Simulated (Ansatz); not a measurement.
`[OH][Ge]([OH])([Cl])[Cl]`, relaxed with RKS PBE0-D4/def2-TZVP in Ansatz 0.2.0 from a PBE-D4/def2-SVP geometry. The force threshold is 0.005 eV/Å; the program also tests the step.

The species carries charge 0 and has multiplicity 1.

Start:

```xyz
7

O     0.465    0.456    1.388
Ge   -0.189   -0.229   -0.115
O     1.117   -0.260   -1.306
Cl   -0.849   -2.261    0.104
Cl   -1.876    0.973   -0.754
H    -0.255    0.723    1.992
H     1.586    0.597   -1.309
```

| step | energy (eV) | largest force (eV/Å) | largest move (Å) |
| --- | --- | --- | --- |
| 1 | -85677.3271 | 0.720 | 0.000 |
| 2 | -85677.3716 | 0.311 | 0.037 |
| 3 | -85677.3764 | 0.083 | 0.014 |
| 4 | -85677.3774 | 0.123 | 0.019 |
| 5 | -85677.3780 | 0.012 | 0.009 |
| 6 | -85677.3781 | 0.032 | 0.012 |
| 7 | -85677.3783 | 0.011 | 0.030 |
| 8 | -85677.3784 | 0.080 | 0.030 |
| 9 | -85677.3785 | 0.002 | 0.003 |

End:

```xyz
7

O     0.452    0.444    1.349
Ge   -0.206   -0.229   -0.128
O     1.067   -0.219   -1.319
Cl   -0.834   -2.238    0.093
Cl   -1.889    0.937   -0.727
H    -0.223    0.749    1.962
H     1.633    0.555   -1.230
```

Hardware: 4 threads of an Arm Neoverse V1 on a shared host. Wall time 43 s, peak host memory 0.63 GiB.
